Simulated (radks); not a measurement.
The numbers below are computed, except where a source is named.
Problem. Neutral ytterbium, [Xe] 4f14 6s2. Code: a radial shooting solver on a logarithmic mesh with Libxc functionals. Model: non-relativistic Kohn-Sham, PBE, spin-polarised, spherical densities, point nucleus. Every spin shell is full or empty, so the densities are truly spherical. Functionals are evaluated on that one density, not self-consistently. Rank these orbital-free kinetic functionals by their error against the exact value of the orbitals, and give that value: Thomas-Fermi, von Weizsacker, TF + vW, TF + vW/9, TF + vW/5, LC94, APBEK, Thakkar, LKT, PG1.

Solution. Exact: 13391.6 hartree. From best to worst, with 100 (|E| - |E exact|)/|E exact| (equal figures are ties): APBEK -0.02, LC94 -0.05, TF + vW/9 -0.77, Thakkar -0.81, TF + vW/5 +2.53, Thomas-Fermi -4.89, PG1 +13.02, LKT +16.70, TF + vW +32.19, von Weizsacker -62.92.
